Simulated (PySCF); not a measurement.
**Excitation energy of I by level of theory**

I [Kr] 4d10 5s2 5p5 (2P) → I [Kr] 4d10 5s2 5p4 6s1 (4P), as a difference of total energies. Computed with PySCF 2.14 in aug-cc-pwCVTZ-DK3 with one added diffuse shell each of s, p, d, f type (11s10p8d5f1g, 125 functions), with scalar relativity by spin-free X2C-1e. Correlated levels: valence: [Kr] 4d10 frozen; valence and next inner shell: [Ar] 3d10 frozen. The calculations carry no spin-orbit coupling.

```json
{"method": "UHF", "excitation energy (eV)": "6.233"}
{"method": "LDA", "excitation energy (eV)": "6.912"}
{"method": "PBE", "excitation energy (eV)": "6.731"}
{"method": "PBE0", "excitation energy (eV)": "6.837"}
{"method": "r2SCAN", "excitation energy (eV)": "6.974"}
{"method": "TPSSh", "excitation energy (eV)": "6.977"}
{"method": "B97-3", "excitation energy (eV)": "6.981"}
{"method": "LC-wPBE", "excitation energy (eV)": "7.087"}
{"method": "MP2 (valence)", "excitation energy (eV)": "6.691"}
{"method": "SCS-MP2 (valence)", "excitation energy (eV)": "6.791"}
{"method": "MP2 (valence and next inner shell)", "excitation energy (eV)": "6.768"}
{"method": "SCS-MP2 (valence and next inner shell)", "excitation energy (eV)": "6.833"}
```

How much does correlation contribute at MP2 (valence and next inner shell)?

6.768 − (6.233) = 0.535 eV, measured against UHF.

A first-order spin-orbit estimate (lowest level to lowest level, LS coupling) adds -0.031 eV.

The promoted electron is Rydberg-like, and one or two diffuse shells describe it only roughly, which tends to raise the upper state.
